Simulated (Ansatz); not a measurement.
Mulliken charges of `[OH][Sn][OH]` from PBE/def2-TZVPP in Ansatz (PBE0-D4/def2-TZVP geometry).

```
atom   x (Å)   y (Å)   z (Å)  charge (e)
  O1  -0.994   0.140  -1.140      -0.515
 Sn2  -0.302   1.337   0.279       0.704
  O3   0.942   0.091   1.188      -0.515
  H4  -0.669  -0.763  -1.181       0.163
  H5   1.022  -0.806   0.853       0.163
```

Problem. By hand: the dipole of these point charges (1 e Å = 4.8032 D).

Solution. Σ q r = (-0.128, 0.567, 0.118) e Å, of length 0.593 e Å = 2.85 D.

Problem. How does the dipole of the full density compare? (Best estimate.)

Solution. Ansatz gave: (0.018, -0.082, -0.017) e Å, 0.41 D; the point charges give 6.95 times that, at 180° from its direction, so they point the opposite way.

Point charges leave out the atoms' own dipoles, such as those of lone pairs, and Mulliken's split depends on the basis, so the two needn't agree.
